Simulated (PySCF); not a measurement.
HSZn, doublet, at a GFN2-xTB geometry (such geometries of metal compounds can be far from the true shape) (the spin is typed, not shown lowest); PBE/def2-SVP, TDA run with PySCF.

The PySCF input:
```python
from pyscf import gto, scf, dft, tdscf

mol = gto.M(
    atom='''
Zn   -0.427563   -0.703365   -0.307085
S     0.705798    1.281730    0.496629
H     1.534120    0.593267    1.266468
''',
    basis='def2-svp',
    charge=0,
    spin=1,
    verbose=4,
)

mf = dft.UKS(mol)
mf.xc = 'pbe'
mf.kernel()
td = mf.TDA()
td.nstates = 5
td.kernel()
td.analyze()
```

What does PySCF print? Leave out banner, timings and long lists.


```
PySCF version 2.14.0

[INPUT] verbose = 4
[INPUT] num. atoms = 3
[INPUT] num. electrons = 47
[INPUT] charge = 0
[INPUT] spin (= nelec alpha-beta = 2S) = 1
[INPUT] symmetry False subgroup None
[INPUT] Mole.unit = angstrom
[INPUT] Symbol           X                Y                Z      unit          X                Y                Z       unit  Magmom
[INPUT]  1 Zn    -0.427563000000  -0.703365000000  -0.307085000000 AA   -0.807976970997  -1.329167215605  -0.580306546962 Bohr   0.0
[INPUT]  2 S      0.705798000000   1.281730000000   0.496629000000 AA    1.333764919266   2.422118665639   0.938492795517 Bohr   0.0
[INPUT]  3 H      1.534120000000   0.593267000000   1.266468000000 AA    2.899066642218   1.121112148742   2.393277665526 Bohr   0.0

nuclear repulsion = 116.8357317242
number of shells = 22
number of NR pGTOs = 116
number of NR cGTOs = 54
basis = def2-svp
ecp = {}

******** <class 'pyscf.dft.uks.UKS'> ********
method = UKS
initial guess = minao
damping factor = 0
level_shift factor = 0
DIIS = <class 'pyscf.scf.diis.CDIIS'>
diis_start_cycle = 1
diis_space = 8
diis_damp = 0
SCF conv_tol = 1e-09
SCF conv_tol_grad = None
SCF max_cycles = 50
direct_scf = True
direct_scf_tol = 1e-13
number electrons alpha = 24  beta = 23
XC library pyscf.dft.libxc version 7.1.2
    S. Lehtola, C. Steigemann, M. J. T. Oliveira, and M. A. L. Marques,  SoftwareX 7, 1–5 (2018)
XC functionals = pbe
    J. P. Perdew, K. Burke, and M. Ernzerhof,  Phys. Rev. Lett. 77, 3865 (1996)
    J. P. Perdew, K. Burke, and M. Ernzerhof,  Phys. Rev. Lett. 78, 1396 (1997)
    J. P. Perdew, K. Burke, and M. Ernzerhof,  Phys. Rev. Lett. 77, 3865 (1996)
    J. P. Perdew, K. Burke, and M. Ernzerhof,  Phys. Rev. Lett. 78, 1396 (1997)
radial grids:
    Treutler-Ahlrichs [JCP 102, 346 (1995); DOI:10.1063/1.469408] (M4) radial grids

becke partition: Becke, JCP 88, 2547 (1988); DOI:10.1063/1.454033
pruning grids: <function nwchem_prune>
grids dens level: 3
symmetrized grids: False
atomic radii adjust function: <function treutler_atomic_radii_adjust>
small_rho_cutoff = 0
Set gradient conv threshold to 3.16228e-05
tot grids = 49328
init E= -2176.93889807804

cycle= 1 E= -2177.26628424192  delta_E= -0.327  |g|= 0.351  |ddm|= 1.32
cycle= 2 E= -2176.68570909508  delta_E= 0.581  |g|= 0.907  |ddm|=  1.9
cycle= 3 E= -2177.33446802265  delta_E= -0.649  |g|= 0.0872  |ddm|= 1.66
cycle= 4 E= -2177.3339761715  delta_E= 0.000492  |g|= 0.0905  |ddm|= 0.338
cycle= 5 E= -2177.34058088916  delta_E= -0.0066  |g|= 0.01  |ddm|= 0.149
cycle= 6 E= -2177.34065572338  delta_E= -7.48e-05  |g|= 0.00377  |ddm|= 0.0239
cycle= 7 E= -2177.34066283804  delta_E= -7.11e-06  |g|= 0.00144  |ddm|= 0.00673
cycle= 8 E= -2177.34066430543  delta_E= -1.47e-06  |g|= 0.000203  |ddm|= 0.00212
cycle= 9 E= -2177.34066432806  delta_E= -2.26e-08  |g|= 9.25e-05  |ddm|= 0.000564
cycle= 10 E= -2177.34066433575  delta_E= -7.69e-09  |g|= 1.9e-05  |ddm|= 0.000201
cycle= 11 E= -2177.34066433597  delta_E= -2.23e-10  |g|= 6.49e-06  |ddm|= 3.26e-05
Extra cycle  E= -2177.34066433596  delta_E= 1.36e-11  |g|= 8.32e-06  |ddm|= 2.03e-05
converged SCF energy = -2177.34066433596  <S^2> = 0.75261855  2S+1 = 2.0026168

******** <class 'pyscf.tdscf.uks.TDA'> for <class 'pyscf.dft.uks.UKS'> ********
nstates = 5
deg_eia_thresh = 1.000e-03
wfnsym = None
conv_tol = 1e-05
eigh lindep = 1e-12
eigh level_shift = 0
eigh max_cycle = 100

Excitation energies (eV)
[1.2824569  3.67095046 4.68883519 4.99547497 5.1000119 ]

** Excitation energies and oscillator strengths **
Excited State   1:      1.28246 eV    966.77 nm  f=0.0010
      23b ->   24b      0.99916
Excited State   2:      3.67095 eV    337.74 nm  f=0.1258
      23a ->   26a     -0.20770
      24a ->   28a      0.11615
      24a ->   29a      0.17635
      22b ->   24b      0.93606
      23b ->   26b     -0.10971
Excited State   3:      4.68884 eV    264.42 nm  f=0.0450
      24a ->   25a     -0.96800
      21b ->   24b      0.11070
      22b ->   25b      0.18833
Excited State   4:      4.99547 eV    248.19 nm  f=0.0495
      24a ->   26a     -0.97253
      22b ->   26b      0.20373
Excited State   5:      5.10001 eV    243.11 nm  f=0.0000
      23a ->   25a      0.99323
      23b ->   25b     -0.10369

** Transition electric dipole moments (AU) **
state          X           Y           Z        Dip. S.      Osc.
  1        -0.1147      0.0114      0.1336      0.0311      0.0010
  2        -0.5371     -0.9841     -0.3771      1.3992      0.1258
  3        -0.4291      0.2379     -0.3887      0.3918      0.0450
  4         0.4133     -0.0410     -0.4814      0.4042      0.0495
  5        -0.0026      0.0003      0.0030      0.0000      0.0000

** Transition velocity dipole moments (imaginary part, AU) **
state          X           Y           Z        Dip. S.      Osc.
  1        -0.0102      0.0010      0.0118      0.0002      0.0035
  2        -0.0151     -0.0135     -0.0118      0.0006      0.0027
  3         0.0101     -0.0187      0.0103      0.0006      0.0022
  4        -0.0118      0.0012      0.0138      0.0003      0.0012
  5         0.0068     -0.0007     -0.0080      0.0001      0.0004

** Transition magnetic dipole moments (imaginary part, AU) **
state          X           Y           Z
  1         0.1818     -0.1423      0.1683
  2         0.0963     -0.0096     -0.1122
  3        -0.4366      0.0434      0.5086
  4        -0.4841      0.4852     -0.4570
  5        -0.0388     -0.1303     -0.0222
```
